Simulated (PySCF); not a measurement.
Species: `FC(F)=C([SiH3])C#N`. The columns A, B, C and D hold Mulliken, IAO, Hirshfeld and ESP-fitted charges (e) of one PBE0/pcSseg-1 density (PySCF), in a shuffled order. Coordinates in Å (GFN2-xTB); the density's dipole moment is (-3.54, 0.25, -1.06) D.

```csv
atom,x,y,z,A,B,C,D
N1,2.664,0.322,1.214,-0.215,-0.236,-0.236,-0.470
C2,1.641,0.029,0.789,+0.062,+0.142,+0.161,+0.485
C3,0.357,-0.241,0.287,-0.126,-0.423,-0.646,-0.526
Si4,-0.925,1.169,0.355,+0.340,+0.650,+0.635,+0.454
C5,0.075,-1.440,-0.197,+0.210,+0.609,+0.708,+0.546
F6,-1.106,-1.788,-0.689,-0.042,-0.226,-0.225,-0.139
F7,0.897,-2.476,-0.277,-0.044,-0.218,-0.211,-0.146
H8,-1.971,0.833,-0.604,-0.065,-0.101,-0.072,-0.079
H9,-0.202,2.386,-0.002,-0.058,-0.097,-0.060,-0.058
H10,-1.420,1.209,1.730,-0.062,-0.102,-0.054,-0.068
```

Which column most likely holds the ESP-fitted charges?

D. Σ q r misses the density's dipole by 0.04 D (D), 0.85 D (A), 1.90 D (B), 2.13 D (C). Charges fitted to the outside potential are the only set here that is tied to the molecule's multipoles.

And the Hirshfeld charges?

A. The mean sizes are 0.122 e (A), 0.280 e (B), 0.297 e (D), 0.301 e (C), and Hirshfeld charges are commonly the smallest of these schemes.

As computed, A = Hirshfeld, B = IAO, C = Mulliken, D = ESP-fitted.

The Hirshfeld scheme weights the molecular density at each point by an atom's share of the summed free-atom densities. The Mulliken scheme counts on each atom the diagonal of the density matrix times the overlap matrix over that atom's basis functions.

Isolated species at its GFN2-xTB geometry, gas phase.

The run behind these numbers computed NMR shieldings as well. Time: 15 s; peak memory 0.69 GiB. Hardware: one thread, Arm Neoverse V1 (aarch64), on a shared host.
